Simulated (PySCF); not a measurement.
A database entry of computed molecular properties. Lists by class give the value and the number of equivalent atoms.

```json
{
 "formula": "C4H7B",
 "smiles": "BCC#CC",
 "charge": 0,
 "multiplicity": 1,
 "geometry_level": "PBE0-D3(BJ)/def2-SVP",
 "atoms_angstrom": [
  ["B", -1.875, -0.234, -1.528],
  ["C", -0.347, -0.532, -1.361],
  ["C", 0.319, -0.081, -0.149],
  ["C", 0.855, 0.305, 0.868],
  ["C", 1.501, 0.765, 2.088],
  ["H", -2.418, -0.6, -2.546],
  ["H", -2.52, 0.337, -0.682],
  ["H", 0.153, -0.133, -2.266],
  ["H", -0.237, -1.629, -1.492],
  ["H", 2.507, 1.163, 1.883],
  ["H", 1.61, -0.055, 2.814],
  ["H", 0.919, 1.564, 2.574]
 ],
 "electronic_structure_code": "PySCF",
 "results": {
  "PBE0-D3(BJ)/def2-SVP geometry optimisation, gas phase": {
   "rotational_constants_GHz": [23.493, 2.094, 1.969]
  },
  "PBE0/pcSseg-1 ground state and GIAO shieldings, non-relativistic": {
   "dipole_D": 0.5,
   "homo_eV": -7.0,
   "lumo_eV": -1.44,
   "shift_vs_computed_TMS_C_by_class_ppm": [
    [83.8, 1],
    [79.2, 1],
    [24.5, 1],
    [4.8, 1]
   ],
   "shift_vs_computed_TMS_H_by_class_ppm": [
    [7.67, 2],
    [2.61, 2],
    [1.86, 3]
   ],
   "shielding_other_nuclei_by_class_ppm": [
    ["B", 9.4, 1]
   ],
   "charges_hirshfeld_e_by_atom": [0.18, -0.12, -0.07, -0.07, -0.1, -0.06, -0.06, 0.06, 0.07, 0.06, 0.06, 0.06]
  },
  "B3LYP/pcJ-1 indirect spin-spin coupling, non-relativistic, gas phase; spin–dipole term left out for some pairs": {
   "largest_one_bond_couplings_by_class_Hz": [
    ["13C–13C", 202.6, 1],
    ["11B–1H", 139.6, 2],
    ["13C–1H", 137.1, 3],
    ["13C–1H", 121.9, 2],
    ["13C–13C", 80.7, 1],
    ["13C–13C", 79.0, 1],
    ["13C–11B", 49.2, 1]
   ]
  }
 }
}
```

The rotational constants make it an asymmetric top with κ = (2B − A − C)/(A − C) = -0.99, nearer the prolate limit (−1). The dipole equals about 1.7 × 10⁻³⁰ C·m (1 D = 3.33564 × 10⁻³⁰ C·m).

 NMR classes are plain means over equivalent atoms (diastereotopic ones count apart unless rotation or inversion swaps them), as if these changed places fast; in this geometry the members of some classes differ.

For the NMR shielding job (PBE0/pcSseg-1), the run took 6.5 s of wall time on an x86-64 server with one thread, shared host.

One conformer stands for the species.
